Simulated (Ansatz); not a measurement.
**Energy profile**

The step: SiNH₄F ([NH2][SiH2][F]) + H₂ → SiNH₅ ([NH2][SiH3]) + HF; bonds formed: Si1–H7, F2–H6; bonds broken: Si1–F2, H6–H7 (atoms numbered as in the saddle structure below).

```json
{"atom": "Si1", "x (Å)": "0.4246", "y (Å)": "-0.0714", "z (Å)": "0.3184"}
{"atom": "F2", "x (Å)": "0.1019", "y (Å)": "-0.9143", "z (Å)": "-1.4372"}
{"atom": "H3", "x (Å)": "1.1543", "y (Å)": "-1.2996", "z (Å)": "0.6905"}
{"atom": "H4", "x (Å)": "0.9282", "y (Å)": "0.9868", "z (Å)": "1.2485"}
{"atom": "N5", "x (Å)": "-1.2443", "y (Å)": "0.1388", "z (Å)": "0.4656"}
{"atom": "H6", "x (Å)": "0.8714", "y (Å)": "0.0119", "z (Å)": "-1.4137"}
{"atom": "H7", "x (Å)": "1.3209", "y (Å)": "0.7036", "z (Å)": "-0.8947"}
{"atom": "H8", "x (Å)": "-1.9189", "y (Å)": "-0.3393", "z (Å)": "-0.1044"}
{"atom": "H9", "x (Å)": "-1.6381", "y (Å)": "0.7835", "z (Å)": "1.1270"}
```

Electronic energies by CCSD(T) at an estimated basis limit (MP2 extrapolated from triple and quadruple zeta, plus CCSD(T) − MP2 in triple zeta), on PBE0-D4/def2-TZVP structures; SiNH₆F, singlet; no counterpoise correction. Computed with Ansatz 0.2.0 (basis: def2-TZVPP and def2-QZVPP); correlated methods freeze the cores. Extrapolation: Hartree–Fock as exp(−7.88 √X), correlation as X^−2.97.

Task: Give the profile in kJ/mol, counted from the separated reactants. (An estimate is asked for; the value comes from the calculation.)

Result: By the calculation:
| point | kJ/mol |
| --- | --- |
| separated: SiNH₄F (linked as [NH2][SiH2][F]; Si1, F2, H3, H4, N5, H8, H9; singlet) + H₂ (H6, H7; singlet) | 0.0 |
| start structure | -2.4 |
| saddle | 245.1 |
| end structure | 126.6 |
| separated: SiNH₅ (linked as [NH2][SiH3]; Si1, H3, H4, N5, H7, H8, H9; singlet) + HF (F2, H6; singlet) | 138.1 |

T1 diagnostic: at most 0.013.

For scale, one of the runs: CCSD(T)/def2-TZVPP, 188 basis functions, launched by `ansatz run in.yaml --threads 2 --pin off --events-out ev --progress --plain --max-ram 4352MiB`. Time: 35 s of wall clock on 2 CPU threads of an Arm Neoverse V2; the host was shared. Peak host memory: 2 GiB.
